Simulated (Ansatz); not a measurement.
Ansatz (a program for electronic structure) input:
A basis named .json is the Basis Set Exchange file of that set.

Ansatz 0.2 input:
```yaml
crystal:
  periodic: [false, false, false]
  atoms:
    - {symbol: Si, position_ang: [-0.00734562, 0.00793610, 0.02802203]}
    - {symbol: C, position_ang: [1.54222122, -0.92365342, -0.47293366]}
    - {symbol: C, position_ang: [-1.02256871, 0.36222815, -1.50943439]}
    - {symbol: N, position_ang: [-0.76429831, -0.97558770, 1.22345825]}
    - {symbol: N, position_ang: [0.24066713, 1.54131147, 0.77408762]}
    - {symbol: H, position_ang: [2.20348547, -1.07761407, 0.38250982]}
    - {symbol: H, position_ang: [2.09872277, -0.36764226, -1.23095819]}
    - {symbol: H, position_ang: [1.30474800, -1.90436309, -0.89468288]}
    - {symbol: H, position_ang: [-1.97519128, 0.83096823, -1.25340547]}
    - {symbol: H, position_ang: [-1.23845772, -0.56177599, -2.05077701]}
    - {symbol: H, position_ang: [-0.49430918, 1.02877639, -2.19697546]}
    - {symbol: H, position_ang: [-0.69645814, -1.97970548, 1.19487801]}
    - {symbol: H, position_ang: [-1.60465670, -0.67245235, 1.68940281]}
    - {symbol: H, position_ang: [0.72870941, 1.61881349, 1.65215696]}
    - {symbol: H, position_ang: [0.32374924, 2.38237493, 0.22693019]}
basis:
  gaussian:
    orbitals: aug-cc-pV_D+d_Z.json
magnetization: {spin_polarized: false}
correlation: {method: ccsd_t, electrons: outside_noble_gas}
output: {forces: true}
```

Question: What final total energy does it print?

Answer: -480.37860 Eh (CCSD(T)/aug-cc-pV(D+d)Z). The basis has 214 functions.
